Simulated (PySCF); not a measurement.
PySCF 2.14 output of an unrestricted MN15 calculation on a single atom or ion in aug-cc-pVTZ-PP with one added diffuse shell each of s, p, d, f, g type with ECP28MDF (7s7p6d4f3g, 113 functions), with a scalar-relativistic core potential:

```
SCF conv_tol = 1e-09
number electrons alpha = 7  beta = 5
    H. S. Yu, X. He, S. L. Li, and D. G. Truhlar.,  Chem. Sci. 7, 5032-5051 (2016)
    H. S. Yu, X. He, S. L. Li, and D. G. Truhlar.,  Chem. Sci. 7, 5032-5051 (2016)
cycle= 1 E= -46.6710295230015  delta_E= -0.00885  |g|= 0.021  |ddm|= 0.59
cycle= 2 E= -46.6714326881104  delta_E= -0.000403  |g|= 0.00416  |ddm|= 0.22
cycle= 3 E= -46.67146063025  delta_E= -2.79e-05  |g|= 0.00194  |ddm|= 0.0302
cycle= 4 E= -46.6714642854631  delta_E= -3.66e-06  |g|= 0.000439  |ddm|= 0.00985
cycle= 5 E= -46.6714645367058  delta_E= -2.51e-07  |g|= 4.37e-05  |ddm|= 0.00407
cycle= 6 E= -46.6714645428575  delta_E= -6.15e-09  |g|= 8.16e-06  |ddm|= 0.000572
cycle= 7 E= -46.6714645430104  delta_E= -1.53e-10  |g|= 1.28e-06  |ddm|= 0.000112
converged SCF energy = -46.6714645430104  <S^2> = 2.0024753  2S+1 = 3.0016498
```

The run itself started from symmetry-adapted Hartree-Fock orbitals and held the occupation by maximum overlap, on a logarithmic radial grid, so the iterations belong to that start.

Question: Which element, charge and spin multiplicity is this?

Answer: Zr (zirconium, neutral), multiplicity 3; the state was [Kr] 4d2 5s2, high-spin 3F determinant.

Energies and moments cover only the electrons outside the core potential.
